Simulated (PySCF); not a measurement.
Correlation energy of Ge²⁺ (germanium, charge +2)

[Ar] 3d10 4s2, closed-shell 1S. Computed with PySCF 2.14 in aug-cc-pVQZ-DK, with the spin-free X2C one-electron Hamiltonian (Gaussian nucleus). Frozen: [Ar] 3d10; 2 electrons correlated.

With two correlated electrons CCSD is exact within the correlated space (frozen core and kept virtual orbitals).

```json
{"level": "CCSD", "correlation energy (mhartree)": "-40.27"}
```

Diagnostics: T1 = 0.0049, D1 = 0.0070, largest double amplitude 0.101.

**Question.** Is a single reference adequate?

**Answer.** Mostly. T1 lies below 0.03, but a double amplitude of this size points to a near-degeneracy that CCSD handles and MP2 describes poorly.
